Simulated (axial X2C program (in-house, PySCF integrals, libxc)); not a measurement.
## Low determinants of YP at the PBE0 level, 2c

Computed with an in-house all-electron X2C program for linear molecules (integrals from PySCF). Two-component (2c) means X2C with spin–orbit coupling and atomic mean-field two-electron Coulomb and Gaunt terms. Basis: Y dyall-cv3z [11s12p9d6f3g], P dyall-v3z [8s7p2d1f] (cores contracted in-house); Gaussian nuclei, density fitting, unrestricted open shells. Masses: Y 88.906 u, P 30.974 u.

Search at 2.320 Å (vertical energies from the lowest determinant):

| ΔE (eV) | state | electrons beyond evenly filled partner blocks | electrons in ±ω = 1/2, 3/2, 5/2, 7/2 |
| --- | --- | --- | --- |
| 0.00 | Ω = 0 | none | 38 14 2 0 |
| 0.42 | Ω = 2 | ω = 1/2, ω = 3/2 | 39 13 2 0 |
| 0.45 | Ω = 1 | ω = -1/2, ω = 3/2 | 39 13 2 0 |
| 0.48 | Ω = 1 | 2 × ω = 1/2 | 38 14 2 0 |
| 1.64 | Ω = 3 | 2 × ω = 3/2 | 38 14 2 0 |
| 1.65 | Ω = 2 | ω = 1/2, ω = 3/2 | 37 15 2 0 |
| 1.66 | Ω = 4 | ω = 3/2, ω = 5/2 | 38 13 3 0 |

Lowest determinant, Ω = 0 (closed shell): Re = 2.294 Å, ωe = 480.8 cm⁻¹.

The determinant in row 2 of the search, Ω = 2 (⟨Sz⟩ = 1.00, ⟨Lz⟩ = 1.00 at PBE0), was followed along the bond at PBE0; measured from the minimum of the lowest determinant it gives:

Te = 0.337 eV (2718 cm⁻¹), Re = 2.425 Å, ωe = 413.3 cm⁻¹.

(1) Compare the bond of the determinant in row 2 with that of the lowest one.

The search compares states at one distance, so a state with another bond length can lie lower; it is not exhaustive and yields mostly the lowest determinant of each block pattern, so other components and higher states of one pattern are missing. These are energies of single determinants, not of spin-adapted states; PBE0 term energies can be off by some tenths of an eV, and the functional has no current term. Open-shell Ω = 0 determinants with evenly filled partner blocks cannot be reached by this program, so the Ω shown need not be the lowest component. The lowest determinant need not be the ground state where others lie within half an eV.

Answers

(1) At PBE0 its Re is 0.131 Å longer and its force constant, which goes as ωe², is 0.74 times that of the lowest determinant. T0 ≈ Te + Δωe/2 = 2718 + (-34) = 2684 cm⁻¹.
